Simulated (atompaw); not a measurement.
**How hard is this Gd PAW (atompaw) potential?**

gadolinium, PAW, made with atompaw 4.2.0.5 (LDA (PW92), scalar-relativistic). Core [Kr] 4d10, reference 4f7 5s2 5p6 5d0 6s0 6p0 (charge +3). Waves: 5s (bound): rc 1.90 bohr; 6s (bound, empty): rc 3.00 bohr; 5p (bound): rc 2.35 bohr; 6p (bound, empty): rc 3.00 bohr; 5d (bound, empty): rc 3.00 bohr; 5d channel at 3.35 Ry: rc 3.00 bohr; 4f (bound): rc 1.10 bohr; 4f channel at 2.3 Ry: rc 1.10 bohr. Local part: bessel scheme, radius 2.70 bohr. Core correction: smooth core density matched at 1.55 bohr. Augmentation charge: besselshape compensation charge, radius 2.75 bohr; PAW radius 3.00 bohr; waves and projectors: custom rrkj gramschmidtortho.

The pseudo-atom Hamiltonian at the reference potential is diagonalised in spherical Bessel functions j_l(qr) that vanish at 20 bohr, with q² up to the cutoff. All-electron valence levels (Ry): 5s -5.5083, 6s -1.6551, 5p -3.8272, 6p -1.2482, 5d -1.8287, 4f -2.5015.

Question: How do the lowest levels (Ry) of each channel move with the cutoff, and are there ghosts?

Answer:

```json
{"cutoff (Ry)": "8", "s #1": "-5.4235", "s #2": "-1.6549", "p #1": "-3.6830", "p #2": "-1.2479", "d #1": "-1.8077", "f #1": "-0.6712", "Σ f·Δε (mRy)": "13847.2"}
{"cutoff (Ry)": "18", "s #1": "-5.5080", "s #2": "-1.6551", "p #1": "-3.8267", "p #2": "-1.2482", "d #1": "-1.8286", "f #1": "-0.7085", "Σ f·Δε (mRy)": "12554.5"}
{"cutoff (Ry)": "35", "s #1": "-5.5083", "s #2": "-1.6551", "p #1": "-3.8272", "p #2": "-1.2482", "d #1": "-1.8287", "f #1": "-1.2144", "Σ f·Δε (mRy)": "9009.5"}
{"cutoff (Ry)": "55", "s #1": "-5.5083", "s #2": "-1.6551", "p #1": "-3.8272", "p #2": "-1.2482", "d #1": "-1.8287", "f #1": "-2.0303", "Σ f·Δε (mRy)": "3297.8"}
{"cutoff (Ry)": "80", "s #1": "-5.5083", "s #2": "-1.6551", "p #1": "-3.8272", "p #2": "-1.2482", "d #1": "-1.8287", "f #1": "-2.4273", "Σ f·Δε (mRy)": "519.0"}
{"cutoff (Ry)": "120", "s #1": "-5.5083", "s #2": "-1.6551", "p #1": "-3.8272", "p #2": "-1.2482", "d #1": "-1.8287", "f #1": "-2.4990", "Σ f·Δε (mRy)": "17.0"}
{"cutoff (Ry)": "200", "s #1": "-5.5083", "s #2": "-1.6551", "p #1": "-3.8272", "p #2": "-1.2482", "d #1": "-1.8287", "f #1": "-2.5012", "Σ f·Δε (mRy)": "1.8"}
{"cutoff (Ry)": "350", "s #1": "-5.5083", "s #2": "-1.6551", "p #1": "-3.8272", "p #2": "-1.2482", "d #1": "-1.8287", "f #1": "-2.5014", "Σ f·Δε (mRy)": "0.1"}
{"cutoff (Ry)": "400", "s #1": "-5.5083", "s #2": "-1.6551", "p #1": "-3.8272", "p #2": "-1.2482", "d #1": "-1.8287", "f #1": "-2.5014", "Σ f·Δε (mRy)": "0.0"}
```

Result: no extra level below or beside the all-electron valence levels (s, p, d, f tested); 10 mRy is reached at 160 Ry and 1 mRy at 260 Ry.
